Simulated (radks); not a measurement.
Problem. Coherent X-ray form factor from a spherical all-electron density. Calculated with a radial shooting solver on a logarithmic mesh with Libxc functionals: scalar-relativistic Kohn-Sham, LDA (Slater exchange, Perdew-Zunger correlation), spin-polarised, spherical densities, point nucleus.

sin(theta)/lambda (1/angstrom),f0 (electrons)
0.05,41.440
0.1,39.882
0.15,37.633
0.2,35.050
0.25,32.430
0.3,29.965
0.4,25.822
0.5,22.729
0.6,20.402
0.8,16.891
1,13.943
1.25,10.814
1.5,8.516
2,6.097

The species is in the configuration that NIST lists as its ground one. Which atom or ion scatters so?

Solution. The ruthenium ion Ru2+, [Kr] 4d6. Extrapolating in s^2 from the first two rows gives f0(0) = 42.0, near the electron count 42; among species with that count, the fall with angle is slower the higher Z, and the table is that of Z = 44; from so few rows the species is fixed only to a neighbour or two.
